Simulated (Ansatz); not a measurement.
A structure relaxed at r2SCAN-D4/def2-SVP in Ansatz, charge 1, singlet:

Cartesian coordinates in Å:
```
In -0.3239 2.4602 -1.1784
In -1.8117 -2.2831 -1.8567
In 3.2552 -0.7934 -0.3451
In -0.7032 -0.4238 2.6210
As 2.2169 1.6609 -1.0568
As -1.5294 0.4144 -2.4019
As -1.0437 1.9428 1.3703
As -1.9903 -1.9886 0.8851
As 1.8625 -0.8723 2.0376
H -0.6761 4.0482 -1.7145
H -0.2346 -2.9001 -2.0805
H -3.4070 -2.6384 -2.3493
H 4.8744 -0.4928 0.0986
H 2.3857 -1.8756 -1.3431
H -1.1829 -0.4409 4.2649
H 2.7602 2.0314 -2.4171
H 2.9018 2.7688 -0.2908
H -0.9613 0.5079 -3.7999
H -2.8857 0.9902 -2.7379
H -2.4946 2.3315 1.5236
H -0.4666 3.0274 2.2479
H -3.4369 -1.8114 1.2858
H -1.8167 -3.3627 1.4912
H 2.6007 -0.0724 3.0865
H 2.1073 -2.2284 2.6593
```

(1) Give its formula.

(2) Summarise the bond lengths by kind (pairs closer than 1.2 times the sum of covalent radii, bridged metal pairs left out).

Answers

(1) In4As5H16⁺.

(2) 10 × As–In 2.67 to 2.77 Å; 10 × As–H 1.51 Å; 6 × H–In 1.71 Å.

In the def2 sets In takes a core potential; there is no spin–orbit coupling.
